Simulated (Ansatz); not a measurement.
Isolated molecules relaxed with PBE0-D4/def2-TZVP in Ansatz; ΔE leaves out vibrations. CCSD(T)/CBS adds triple-zeta CCSD(T) − MP2 to the extrapolated MP2 energy (def2 sets, frozen cores). Functionals use def2-TZVPP. B3LYP here is the variant with VWN-RPA as its local correlation; programs differ in this. Elements past krypton have def2 core potentials. For Ga, Hf outer-core shells are correlated without core-valence functions, which leaves a few kJ/mol of doubt a bond. Scalar relativity is left out up to krypton. One conformer a species, not always the lowest.

Consider the redistribution: `C[O][Ga]([OH])[O]C` + `[SH][Hf]([Cl])([Cl])[Cl]` → `C[O][Ga]([OH])[Cl]` + `C[O][Hf]([SH])([Cl])[Cl]`.

`C[O][Ga]([OH])[O]C`:

Z-matrix (Å, degrees):
```
C
O 1 1.410
H 1 1.096 2 113.3
H 1 1.095 2 109.5 3 -120.8
H 1 1.095 2 109.6 3 120.8
Ga 2 1.768 1 122.5 3 -0.7
O 6 1.768 2 119.4 1 179.9
O 6 1.775 2 119.7 1 0.0
C 7 1.411 6 122.3 2 0.4
H 8 0.960 6 113.0 2 180.0
H 9 1.095 7 109.4 6 -123.0
H 9 1.095 7 109.6 6 118.6
H 9 1.096 7 113.2 6 -2.2
```

`[SH][Hf]([Cl])([Cl])[Cl]`:

Z-matrix (Å, degrees):
```
Hf
Cl 1 2.318
Cl 1 2.325 2 112.0
S 1 2.414 2 105.9 3 118.9
Cl 1 2.325 2 112.0 3 -122.2
H 4 1.349 1 90.6 2 -180.0
```

`C[O][Ga]([OH])[Cl]`:

Z-matrix (Å, degrees):
```
C
O 1 1.410
H 1 1.094 2 109.4
H 1 1.096 2 113.1 3 -120.7
H 1 1.094 2 109.5 3 118.6
Ga 2 1.765 1 124.1 3 121.4
Cl 6 2.122 2 120.8 1 -0.1
O 6 1.766 2 119.7 1 179.9
H 8 0.961 6 112.4 2 -0.0
```

`C[O][Hf]([SH])([Cl])[Cl]`:

```xyz
10

C    -0.418    1.123   -1.431
O     0.007    0.322   -0.370
Hf    0.784   -0.672    1.018
S    -1.016   -1.991    2.009
Cl    2.448   -2.084    0.158
Cl    1.707    0.774    2.618
H     0.112    0.846   -2.346
H    -1.491    0.989   -1.589
H    -0.221    2.175   -1.209
H    -1.912   -1.483    1.142
```

```tsv
level	ΔE (kJ/mol)	difference from CCSD(T)/CBS
PBE-D4	-63.4	-2.5
PBE0-D4	-64.9	-4.0
B2PLYP	-64.9	-4.0
B3LYP	-66.6	-5.7
HF/def2-TZVPP	-70.9	-10.0
SCS-MP2/def2-TZVPP	-63.3	-2.4
HF/def2-QZVPP	-69.9	-9.0
MP2/def2-QZVPP	-60.4	0.5
HF/CBS(def2)	-69.8	-8.9
CCSD/CBS(def2)	-62.5	-1.6
CCSD(T)/CBS	-60.9	0
```

Largest T1 diagnostic among the species: 0.015.

In def2-TZVPP, CCSD(T) changes the Hartree–Fock value by +7.3 kJ/mol (the triples alone add +1.6 kJ/mol) and MP2 by +8.7 kJ/mol.
